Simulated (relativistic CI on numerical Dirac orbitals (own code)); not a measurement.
Calculated levels, Kr III

Computed by Dirac-Coulomb-Breit CI, separate exchange-only KLI orbitals for each configuration, model QED (radiative potential, 1s self-energy scaled to tabulated hydrogen-like ionisation energies), valence Slater integrals scaled by 0.85, P86 correlation energy added to each configuration (own radial code, finite nucleus).

Configurations in the expansion (outside the closed core [Ar] 3d10): 4s2.4p4, 4s.4p5, 4s2.4p3.4d, 4p6, 4s2.4p3.4f, 4s2.4p3.5s, 4s.4p4.4d, 4s2.4p3.5p, 4s2.4p3.6s, 4s2.4p3.5d, 4s.4p4.4f, 4s2.4p3.6p, 4s2.4p3.7s, 4s2.4p3.6d, 4s2.4p3.5f, 4s2.4p3.5g, 4s2.4p3.7p, 4s2.4p3.7d, 4s.4p4.5s, 4s2.4p2.4d.4f, 4s.4p4.5p, 4s2.4p2.4d2, 4s2.4p.4d3, 4s2.4p.4d2.4f, 4s2.4p.4d2.5s, 4s.4p2.4d3, 4s2.4p.4d2.5p, 4s2.4p2.4f2, 4s2.4p.4d.4f2, 4s2.4p.4f3, 4s2.4p.4f2.5s, 4s.4p2.4d.4f2, 4s2.4p.4f2.5p, 4s2.4p2.4d.5s, 4s2.4p.4d.4f.5s, 4s2.4p.4d.5s2, 4s.4p2.4d2.5s, 4s2.4p.4d.5s.5p. Double excitations out of closed p, d and f shells are left out; levels of such configurations are missing from the list, as are those of other unlisted configurations, and high levels can miss mixing partners. These lack a partner that the ground configuration has and come out too high: 4s2.4p3.6s, 4s2.4p3.5d, 4s.4p4.4f, 4s2.4p3.6p, 4s2.4p3.7s.

The lowest level is 4s2.4p4 3P_2, with 94 % of that term; Hund's rules for 4s2.4p4 give 3P with J = 2, in agreement.

| No. | Configuration | Term | J | E (cm⁻¹) | % | Landé g | Lifetime (s) | jj configuration (%) |
| --- | --- | --- | --- | --- | --- | --- | --- | --- |
| 1 | 4s2.4p4 | 3P | 2 | 0.0 | 94 | 1.483 |  | 4p3/2^2 (81) |
| 2 | 4s2.4p4 | 3P | 1 | 4439.1 | 98 | 1.501 | 5.28e-01 | 4p1/2 4p3/2^3 (98) |
| 3 | 4s2.4p4 | 3P | 0 | 5115.4 | 93 |  | 5.56e+01 | 4p3/2^2 (54) |
| 4 | 4s2.4p4 | 1D | 2 | 14827.3 | 94 | 1.018 | 1.91e-01 | 4p1/2 4p3/2^3 (81) |
| 5 | 4s2.4p4 | 1S | 0 | 30715.3 | 91 |  | 1.96e-02 | 4p3/2^4 (54) |
| 6 | 4s.4p5 | 3P° | 2 | 123598.2 | 74 | 1.501 | 3.39e-09 | 4s 4p3/2^3 (74) |
| 7 | 4s.4p5 | 3P° | 1 | 127000.0 | 72 | 1.494 | 3.24e-09 | 4s 4p1/2 4p3/2^4 (42) |
| 8 | 4s.4p5 | 3P° | 0 | 129122.4 | 73 |  | 3.34e-09 | 4s 4p1/2 4p3/2^4 (73) |
| 9 | 4s2.4p3.4d | 5D° | 0 | 144625.4 | 97 |  | 3.12e-08 | 4p1/2 4p3/2^2 4d3/2 (49) |
| 10 | 4s2.4p3.4d | 5D° | 3 | 144627.8 | 97 | 1.494 | 6.06e-08 | 4p1/2 4p3/2^2 4d5/2 (26) |
| 11 | 4s2.4p3.4d | 5D° | 2 | 144638.6 | 97 | 1.495 | 3.62e-08 | 4p1/2 4p3/2^2 4d3/2 (38) |
| 12 | 4s2.4p3.4d | 5D° | 1 | 144641.7 | 98 | 1.497 | 3.02e-08 | 4p1/2 4p3/2^2 4d3/2 (49) |
| 13 | 4s2.4p3.4d | 5D° | 4 | 144727.4 | 97 | 1.496 |  | 4p1/2 4p3/2^2 4d5/2 (53) |
| 14 | 4s2.4p3.4d | 1P° | 1 | 149061.2 | 59 | 1.004 | 3.33e-09 | 4p1/2 4p3/2^2 4d5/2 (33) |
| 15 | 4s2.4p3.5s | 5S° | 2 | 152201.3 | 97 | 1.991 | 1.67e-08 | 4p1/2 4p3/2^2 5s (51) |
| 16 | 4s2.4p3.4d | 3D° | 2 | 155426.8 | 84 | 1.117 | 4.56e-09 | 4p3/2 4d5/2 (41) |
| 17 | 4s2.4p3.4d | 3D° | 3 | 156421.1 | 92 | 1.321 | 5.73e-09 | 4p1/2 4p3/2^2 4d5/2 (64) |
| 18 | 4s2.4p3.4d | 3D° | 1 | 156795.1 | 97 | 0.510 | 3.46e-09 | 4p1/2 4p3/2^2 4d5/2 (48) |
| 19 | 4s2.4p3.5s | 3S° | 1 | 158749.9 | 95 | 1.972 | 1.59e-10 | 4p1/2 4p3/2^2 5s (48) |
| 20 | 4s2.4p3.4d | 3F° | 2 | 160729.3 | 87 | 0.727 | 1.82e-08 | 4p1/2 4p3/2^2 4d3/2 (65) |
| 21 | 4s2.4p3.4d | 3F° | 3 | 161830.3 | 90 | 1.088 | 1.27e-08 | 4p1/2 4p3/2^2 4d3/2 (58) |
| 22 | 4s2.4p3.4d | 3F° | 4 | 163171.3 | 89 | 1.233 | 4.39e-01 | 4p1/2 4p3/2^2 4d5/2 (71) |
| 23 | 4s2.4p3.4d | 1S° | 0 | 163890.6 | 96 |  | 6.29e-08 | 4p1/2 4p3/2^2 4d5/2 (51) |
| 24 | 4s2.4p3.4d | 3G° | 3 | 166999.3 | 90 | 0.780 | 1.18e-08 | 4p1/2 4p3/2^2 4d3/2 (35) |
| 25 | 4s2.4p3.4d | 3G° | 4 | 167374.2 | 83 | 1.080 | 7.03e-01 | 4p1/2 4p3/2^2 4d5/2 (40) |
| 26 | 4s2.4p3.4d | 3G° | 5 | 168000.1 | 99 | 1.200 |  | 4p1/2 4p3/2^2 4d5/2 (99) |
| 27 | 4s2.4p3.4d | 1G° | 4 | 170535.0 | 90 | 1.017 | 5.23e-01 | 4p1/2 4p3/2^2 4d3/2 (62) |
| 28 | 4s2.4p3.5s | 3D° | 1 | 170806.8 | 74 | 0.563 | 7.79e-10 | 4p1/2 4p3/2^2 5s (42) |
| 29 | 4s2.4p3.5s | 3D° | 2 | 171145.4 | 66 | 1.178 | 5.41e-10 | 4p1/2 4p3/2^2 5s (44) |
| 30 | 4s2.4p3.4d | 1D° | 2 | 172619.6 | 43 | 1.034 | 1.97e-09 | 4p1/2 4p3/2^2 5s (45) |
| 31 | 4s2.4p3.5s | 3D° | 3 | 172730.7 | 92 | 1.333 | 6.01e-10 | 4p1/2 4p3/2^2 5s (92) |
| 32 | 4s2.4p3.4d | 3D° | 1 | 177537.5 | 79 | 0.545 | 1.95e-10 | 4p3/2 4d3/2 (29) |
| 33 | 4s2.4p3.5s | 1D° | 2 | 178860.7 | 46 | 1.020 | 1.60e-10 | 4p1/2 4p3/2^2 5s (43) |
| 34 | 4s2.4p3.4d | 3P° | 0 | 179095.8 | 75 |  | 6.86e-10 | 4p3/2 4d3/2 (38) |
| 35 | 4s2.4p3.4d | 3D° | 2 | 179667.7 | 82 | 1.172 | 1.80e-10 | 4p1/2 4p3/2^2 4d5/2 (41) |
| 36 | 4s2.4p3.4d | 3P° | 1 | 179827.2 | 72 | 1.504 | 3.18e-10 | 4p3/2 4d5/2 (34) |
| 37 | 4s2.4p3.4d | 3F° | 3 | 180875.7 | 87 | 1.084 | 7.17e-10 | 4p1/2 4p3/2^2 4d5/2 (39) |
| 38 | 4s2.4p3.5p | 5P | 1 | 181290.4 | 95 | 2.466 | 2.11e-09 | 4p1/2 4p3/2^2 5p1/2 (47) |
| 39 | 4s2.4p3.4d | 3F° | 4 | 181330.1 | 86 | 1.225 | 2.16e-02 | 4p3/2^3 4d5/2 (64) |
| 40 | 4s2.4p3.5p | 5P | 2 | 181521.9 | 92 | 1.808 | 2.10e-09 | 4p1/2 4p3/2^2 5p1/2 (34) |
| 41 | 4s2.4p3.4d | 3F° | 2 | 181583.9 | 89 | 0.713 | 8.38e-10 | 4p1/2 4p3/2^2 4d3/2 (49) |
| 42 | 4s2.4p3.4d | 3D° | 3 | 181758.0 | 80 | 1.306 | 1.07e-10 | 4p1/2 4p3/2^2 4d5/2 (52) |
| 43 | 4s2.4p3.5p | 5P | 3 | 182202.7 | 97 | 1.660 | 1.97e-09 | 4p1/2 4p3/2^2 5p3/2 (51) |
| 44 | 4s2.4p3.4d | 3P° | 2 | 183707.8 | 62 | 1.450 | 7.83e-10 | 4p1/2 4p3/2^2 4d5/2 (31) |
| 45 | 4s2.4p3.5s | 3P° | 1 | 184720.1 | 57 | 1.607 | 8.60e-11 | 4p1/2 4p3/2^2 5s (53) |

Energies count from the lowest computed level; ° marks odd parity; lifetimes are radiative, by E1, M1, E2 decay to levels of this space only; some are left blank where a channel outside the calculation adds to the decay or the decay crosses a small, uncertain gap. Filled j subshells are mostly left out of the jj labels.

The mean weight of the leading LS term, summed over parents, in these 45 levels is 84 %, and that of the leading jj configuration (from the same eigenvectors) 53 %, so LS coupling describes them better.

For a near-neutral ion this model can misplace configurations by up to about 10,000 cm⁻¹ (more where the count of f electrons changes) and terms by 10 to 25 % of their spread. Rates follow the energies as ν³ (E1, M1) or ν⁵ (E2), so they and the lifetimes can be off by large factors. The fine structure of a lone outer electron comes out too small, for d and f at times inverted, and misplaced configurations move strength between like terms. 61 of the 69 excited levels that our extract of the measured tables holds in this range could be paired (the sources list more); they are missed by 6454 cm⁻¹ on average and 9491 at most, and levels without a partner can miss by more.

Landé's interval rule says that E(J) − E(J−1) = AJ with one A. For the ground term the intervals give A = -676.3, -2219.5 cm⁻¹ for J = 1, 2; the multiplet is inverted.

LS names give the leading component of a level, which can be under half, so a name can repeat, a term be missing and a line seem to break the LS rules.
